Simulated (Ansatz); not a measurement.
Consider the cleavage of the Si–B bond: `C[SiH2]B(O)O` + `N=CF` → `C[SiH2]/N=C/F` + `OBO`.

Isolated molecules relaxed with PBE0-D4/def2-TZVP in Ansatz; ΔE leaves out vibrations. CBS: MP2 limit from def2 TZ/QZ plus the TZ coupled-cluster correction, frozen cores. This one scheme is used for every species. Functionals use def2-TZVPP. B3LYP here is the variant with VWN-RPA as its local correlation; programs differ in this. One conformer a species, not always the lowest.

| level | ΔE (eV) |
| --- | --- |
| PBE | -0.77 |
| B3LYP | -0.96 |

(1) What does CCSD(T)/CBS give? (Best estimate.)

Largest T1 diagnostic among the species: 0.013.

Results:

(1) Ansatz gave: -0.92 eV. The listed levels differ from it by 0.15, -0.04 eV.

From PBE to PBE0 (25 % exact exchange), in def2-TZVPP and without D4, ΔE moves by −0.06 eV. In def2-TZVPP, CCSD(T) changes the Hartree–Fock value by +0.23 eV (the triples alone add +0.02 eV) and MP2 by +0.12 eV.
